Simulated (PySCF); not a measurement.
# Correlation energy of In²⁺ (indium, charge +2)

[Kr] 4d10 5d1, 2D determinant (an excited configuration). Calculation: PySCF 2.14, in aug-cc-pwCVTZ-DK3; the spin-free X2C one-electron Hamiltonian (Gaussian nucleus). Frozen: [Ar] 3d10; 19 electrons correlated.

MP2 pair energies summed by pair of shells (mhartree):

```json
{"pair": "4d-4d", "energy": "-335.11", "share (%)": "57.4"}
{"pair": "4p-4d", "energy": "-139.76", "share (%)": "23.9"}
{"pair": "4p-4p", "energy": "-43.43", "share (%)": "7.4"}
{"pair": "4s-4d", "energy": "-31.44", "share (%)": "5.4"}
{"pair": "4s-4p", "energy": "-18.18", "share (%)": "3.1"}
{"pair": "4d-5d", "energy": "-11.55", "share (%)": "2.0"}
{"pair": "4s-4s", "energy": "-3.63", "share (%)": "0.6"}
{"pair": "4p-5d", "energy": "-0.81", "share (%)": "0.1"}
{"pair": "4s-5d", "energy": "-0.14", "share (%)": "0.0"}
```

Total MP2 correlation energy: -584.05 mhartree.

Same-spin part -195.49 and opposite-spin part -388.56 mhartree; SCS-MP2 scales them by 1/3 and 6/5 to -531.44 mhartree.
